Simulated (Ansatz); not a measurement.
Li5Sn⁻, relaxed as a singlet with RKS r2SCAN-D4/def2-TZVPD in Ansatz, starting from the GFN1-xTB geometry. Force threshold 0.02 eV/Å.

In the def2 sets Sn takes a core potential; there is no spin–orbit coupling. The restricted singlet is unstable towards broken spin symmetry in Hartree–Fock (as tested in another run); at r2SCAN-D4/def2-TZVPD this wasn't settled. The highest occupied level of the charge -1 singlet lies above zero (up to 0.23 eV). The electron is either unbound and held by the finite basis, or the level is raised by self-interaction error. Another isomer (singlet) lies 0.40 eV lower at PBE0-D4/def2-TZVPD; other spin states weren't run for this one.

Start:

| atom | x (Å) | y (Å) | z (Å) |
| --- | --- | --- | --- |
| Li1 | -0.8305 | -1.3096 | 2.0636 |
| Li2 | 0.2022 | -1.9427 | -0.0288 |
| Li3 | 0.9807 | 0.3838 | -2.0392 |
| Li4 | -1.3101 | 0.1747 | -0.0354 |
| Li5 | 0.8398 | 0.3876 | 0.8842 |
| Sn6 | 0.1178 | 2.3062 | -0.8444 |

Question: Estimate the energy that the relaxation releases and the steps that it takes.

Answer: 133.5 kJ/mol, in 16 steps; 31 s on 4 threads of Arm Neoverse V1 on a shared host. No frequencies were taken in this run, so the end may be a saddle point.

Question: Does the start keep its bonding?

Answer: Bonds lost: Li1–Li2, Li1–Li5, Li3–Li5 (atoms count from 1). Bonds formed: Li2–Sn6 (atoms count from 1).

Question: Predict the relaxed structure.

Answer: 
```xyz
6

Li   -0.802   -1.662    2.584
Li   -0.246   -1.353   -0.758
Li    2.056    0.472   -2.137
Li   -1.816    0.568    0.713
Li    1.058    0.683    0.946
Sn   -0.249    1.292   -1.347
```
Bond lengths (bridged metal pairs left out): 4 × Li–Sn 2.57 to 2.71 Å; 3 × Li–Li 2.88 to 2.96 Å.
